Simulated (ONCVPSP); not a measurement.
**Te, ONCV: configuration errors across variants**

tellurium (Te), optimised norm-conserving Vanderbilt (ONCV), made with ONCVPSP 4.0.1 (PBE, scalar-relativistic). Core [Kr] 4d10, reference 5s2 5p4. Waves: 5s: rc 1.50 bohr, ncon 3, nbas 7, qcut 3.5 1/bohr, 3 projectors, debl 0.4 Ha; 5p: rc 2.15 bohr, ncon 4, nbas 8, qcut 4.2 1/bohr, 1 projector. Local part: polynomial inside 1.40 bohr (lpopt 5, dvloc0 0 Ha). Core correction: Teter function, fcfact 2, rcfact 1.1.

In the s channel the program set the typed energies aside and used -0.555, 0.250, 0.650 Ha.

All-electron excitation energies from the reference (eV): (1) 5s2 5p3 9.729; (2) 5s2 5p2 27.654; (3) 5s2 5p1 54.552; (4) 5s2 5p3.5 3.898.

A true bound ghost makes a file unfit for plane-wave use even where its test errors are small: the radial tests pick states by their node count and pass the ghost by.

Errors AE − PS in meV (a dash: test not solved or not reliable):

```tsv
change	(1)	(2)	(3)	(4)	bound ghosts	GHOST(+) flags above zero
base	+2.9	+14	+19	+0.2	s	s, p
p: rc 1.6	+5.4	+26	+41	+0.8	s	s, p
p: rc 2.24	+3.1	+15	+20	+0.3	s	s, p
p: rc 2.46	+3.9	+19	+22	+0.5	s	s, p
p: rc 2.7	+5.1	+22	+21	+0.7	s	s, p
p: rc 3.12	+7.0	+28	+11	+1.2	s	s, p
```

Give the same row for: p: rc 1.92.

+2.7, +14, +18, +0.2; bound ghosts: s; GHOST(+) flags above zero: s, p.
